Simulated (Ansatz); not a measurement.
Reactions of `[OH][Al]([SiH3])[SnH3]`.

Computed with Ansatz on PBE0-D4/def2-TZVP structures; ΔE is electronic, products minus reactants. CCSD(T)/CBS adds triple-zeta CCSD(T) − MP2 to the extrapolated MP2 energy (def2 sets, frozen cores). This one scheme is used for every species, atoms too. Functionals use def2-TZVPP. Open shells (•) are unrestricted, without spin–orbit coupling. Spin–orbit coupling would lower the free atoms: a little for Al, O, Si; strongly for Sn. Elements past krypton have def2 core potentials. Bonds to Sn are less sure, by a few kJ/mol each and by 10 to 20 or more in all where they break to atoms, as the def2 sets lack core-valence functions. One conformer a species, not always the lowest.

```tsv
reaction	CCSD(T)/CBS(def2) (kJ/mol)
`[OH][Al]([SiH3])[SnH3]` + `[CH3][SnH3]` → `[CH3][Al]([OH])[SiH3]` + `[SnH3][SnH3]`	-41
`[OH][Al]([SiH3])[SnH3]` + `C=COC` → `C[O][Al]([OH])[SiH3]` + `C=[CH][SnH3]`	?
`[OH][Al]([SiH3])[SnH3]` + HCl → `[SiH3][Al]([Cl])[SnH3]` + H₂O	-32
`[OH][Al]([SiH3])[SnH3]` + `C[SiH2]N` → `C[SiH2][NH][SnH3]` + `[OH][AlH][SiH3]`	41
`[OH][Al]([SiH3])[SnH3]` + `CC(F)Cl` → `C[CH](Cl)[SnH3]` + `[OH][Al]([F])[SiH3]`	?
`[OH][Al]([SiH3])[SnH3]` + `O[SiH2][SiH3]` → `[SiH3][SiH2][O][SnH3]` + `[OH][AlH][SiH3]`	?
`[OH][Al]([SiH3])[SnH3]` + `N[SiH3]` → `[SiH3][NH][SnH3]` + `[OH][AlH][SiH3]`	43
`[OH][Al]([SiH3])[SnH3]` → Al• + 7 H• + O• + Si• + Sn•	3108
`[OH][Al]([SiH3])[SnH3]` + H–F → `[OH][Al]([F])[SiH3]` + `[SnH4]`	-142
`[OH][Al]([SiH3])[SnH3]` + H₂ → `[OH][AlH][SiH3]` + `[SnH4]`	34
```

(1) Fill in the missing values. (Best estimate.)

Largest T1 diagnostic: 0.018, for Al•.

Results:

(1) The calculation gave: `[OH][Al]([SiH3])[SnH3]` + `C=COC` → `C[O][Al]([OH])[SiH3]` + `C=[CH][SnH3]`: -115.5 kJ/mol; `[OH][Al]([SiH3])[SnH3]` + `CC(F)Cl` → `C[CH](Cl)[SnH3]` + `[OH][Al]([F])[SiH3]`: -191.3 kJ/mol; `[OH][Al]([SiH3])[SnH3]` + `O[SiH2][SiH3]` → `[SiH3][SiH2][O][SnH3]` + `[OH][AlH][SiH3]`: +10.0 kJ/mol.
